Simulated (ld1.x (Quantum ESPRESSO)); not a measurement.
# promethium (Pm) PAW: all-electron and pseudo phase curves

- Element: promethium
- Generator: ld1.x (Quantum ESPRESSO) 7.5
- Type: PAW
- Functional: revPBE
- Relativity: scalar-relativistic
- Frozen core: [Kr] 4d10
- Valence charge: 15
- Reference configuration: 4f5 5s2 5p6 5d1 6s1 6p0
- Partial waves: 5s (bound): rcut 1.85, rcutus 2.50 bohr; 6s (bound): rcut 1.85, rcutus 2.50 bohr; 5p (bound): rcut 2.25, rcutus 2.40 bohr; 6p (bound, empty): rcut 2.25, rcutus 2.40 bohr; 5d (bound): rcut 2.85, rcutus 3.90 bohr; 5d channel at 1.1 Ry: rcut 2.85, rcutus 3.90 bohr; 4f (bound): rcut 1.25, rcutus 1.50 bohr; 4f channel at 1.4 Ry: rcut 1.25, rcutus 1.50 bohr
- Local potential: all-electron potential smoothed inside 2.20 bohr (lloc = -1)
- Core correction: Bessel-smoothed model core, default radius (core density twice the valence density)
- Augmentation charge: BESSEL, radius 1.30 bohr

The phase is arctan(r·u′/u) with u = r·R(r), unwrapped; energies in Ry, scanned from -5 to 5 Ry. A pole is an energy at which the radial function vanishes at the test radius. The pseudo phase is shifted by a multiple of π to meet the all-electron one at the reference energy, and phase errors are pseudo minus all-electron; the curves can meet again beyond the range given. Levels narrower than the energy grid can be missing from the lists of poles.

```tsv
channel	radius (bohr)	reference energy (Ry)	poles, all-electron	poles, pseudo	unbroken range about the reference energy with phases within 0.05 rad	phase error 1 Ry above the reference energy (rad)
s	4.24	-0.23	0.51, 3.89	0.51, 3.93	the whole range	+0.000
p	4.24	-0.08	-1.57, 1.16, 4.75	-1.57, 1.17, 4.88	below 2.6	+0.000
d	4.24	-0.09	0.15, 2.44	0.15, 2.34	below 2.9	-0.002
f	4.24	-0.08	-0.06, 1.73, 4.44	-0.07, 1.73, 4.45	the whole range	-0.000
```

Phases in the s channel:

```csv
E (Ry),all-electron,pseudo
-5.00,1.461,1.461
-4.74,1.457,1.457
-4.48,1.454,1.454
-4.22,1.450,1.450
-3.96,1.445,1.445
-3.70,1.440,1.440
-3.44,1.434,1.434
-3.18,1.427,1.427
-2.92,1.427,1.427
-2.66,1.414,1.414
-2.40,1.403,1.403
-2.14,1.391,1.391
-1.88,1.375,1.375
-1.62,1.354,1.354
-1.36,1.324,1.324
-1.10,1.280,1.280
-0.84,1.200,1.200
-0.58,1.015,1.015
-0.32,0.274,0.273
-0.06,-1.085,-1.085
0.20,-1.428,-1.428
0.46,-1.553,-1.553
0.72,-1.629,-1.629
0.98,-1.694,-1.694
1.24,-1.771,-1.770
1.50,-1.895,-1.892
1.76,-2.201,-2.190
2.02,-3.328,-3.285
2.28,-4.225,-4.210
2.54,-4.462,-4.455
2.80,-4.562,-4.557
3.06,-4.618,-4.614
3.32,-4.656,-4.653
3.58,-4.684,-4.681
3.84,-4.708,-4.705
4.10,-4.730,-4.726
4.36,-4.751,-4.746
4.62,-4.774,-4.768
4.88,-4.800,-4.792
```
